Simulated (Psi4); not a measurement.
F₂Sn (SMILES [F][Sn][F]), singlet, at a GFN2-xTB geometry (such geometries of metal compounds can be far from the true shape) (core potentials on Sn). Base run: R2SCAN/def2-SV(P) (Psi4).

The Psi4 input:
```
memory 2 GB

molecule {
0 1
  Sn    0.01449829   -0.00777246    0.34340333
  F     0.74067978    1.44200224   -0.95472046
  F    -0.82122585   -1.39882190   -0.95307583
}

set basis def2-sv(p)

energy('r2scan')
print_variables()
```

Variants of this job, named by their change:

| change | ΔE vs base (µEh) | SCF cycles | grid points | basis functions | outcome |
|---|---|---|---|---|---|
| base | 0.0 | 10 | 64976 | 54 | converged |
| scf_type = pk | 52.1 | 10 | 64976 | 54 | converged |
| dft_spherical_points = 110 | -1756 | 10 | 23709 | 54 | converged |
| dft_nuclear_scheme = stratmann | -2.4 | 10 | 62055 | 54 | converged |
| dft_basis_tolerance = 1e-8 | 0.0 | 10 | 64150 | 54 | converged |
| basis_guess = true | - | - | - | 54 | stopped with an error |
| dft_spherical_points = 974 | -4.7 | 10 | 208623 | 54 | converged |
| damping_percentage = 20 | -0.6 | 23 | 64976 | 54 | converged |
| damping_percentage = 50 | 3.5 | 73 | 64976 | 54 | converged |
| e_convergence = 1e-4 | 0.0 | 10 | 64976 | 54 | converged |
| dft_radial_points = 35 | 320 | 10 | 30621 | 54 | converged |
| dft_spherical_points = 434 | -27.4 | 10 | 93407 | 54 | converged |
| dft_radial_scheme = mura | 130 | 10 | 65651 | 54 | converged |

- basis_guess = true: ended with `psi4.driver.p4util.exceptions.ValidationError: Projecting from basis (3-21G) with (0) ECP electrons to basis (DEF2-SV(P)) with (28) ECP electrons will be a disaster. Select a compatible cast-up basis with 'set guess_basis YOUR_BASIS_HERE'.`
